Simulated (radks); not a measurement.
Results of a calculation; reference values are marked as such.
Question: Zr26+, configuration [Ne] 3s2 3p2 (the NIST ground configuration). Code: a radial shooting solver on a logarithmic mesh with Libxc functionals. Model: non-relativistic Kohn-Sham, LDA (Slater exchange, Perdew-Wang correlation), spin-unpolarised, spherical densities, point nucleus; relativity is left out, which matters for an element this heavy. Some entries of the table are withheld. Estimate them.

orbital  occ.  eigenvalue (Ry)  <r^2> (bohr^2)
1s          2        -1370.268             (1)
2s          2        -262.2626             (2)
2p          6              (3)         0.02431
3s          2        -99.60363             (4)
3p          2              (5)             (6)

Answer: 
(1) 1s <r^2> (bohr^2): 0.001950
(2) 2s <r^2> (bohr^2): 0.03198
(3) 2p eigenvalue (Ry): -248.7965
(4) 3s <r^2> (bohr^2): 0.1873
(5) 3p eigenvalue (Ry): -94.92543
(6) 3p <r^2> (bohr^2): 0.1753
